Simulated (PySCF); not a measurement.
# Radial density of Ti⁺ (titanium, charge +1)

UHF, [Ar] 3d2 4s1, high-spin 4F determinant. Calculation: PySCF 2.14, in cc-pVTZ (7s6p4d2f1g, 68 functions); no relativity, point nucleus.

| r (bohr) | 4πr²ρ (e/bohr) | 4πr²(ρα − ρβ) |
| --- | --- | --- |
| 0.00124 | 0.1308 | 0.0001 |
| 0.00209 | 0.3564 | 0.0001 |
| 0.00351 | 0.9474 | 0.0004 |
| 0.00591 | 2.412 | 0.0009 |
| 0.00994 | 5.719 | 0.0022 |
| 0.0167 | 12.03 | 0.0045 |
| 0.0281 | 20.73 | 0.0072 |
| 0.0473 | 26.02 | 0.0062 |
| 0.0795 | 21.90 | -0.0008 |
| 0.134 | 20.61 | 0.0093 |
| 0.225 | 28.01 | 0.0814 |
| 0.379 | 15.89 | 0.3331 |
| 0.637 | 8.258 | 1.0256 |
| 1.07 | 9.222 | 1.3200 |
| 1.80 | 2.358 | 0.8593 |
| 3.03 | 0.5339 | 0.5049 |
| 5.10 | 0.09313 | 0.0931 |
| 8.57 | 0.001043 | 0.0010 |
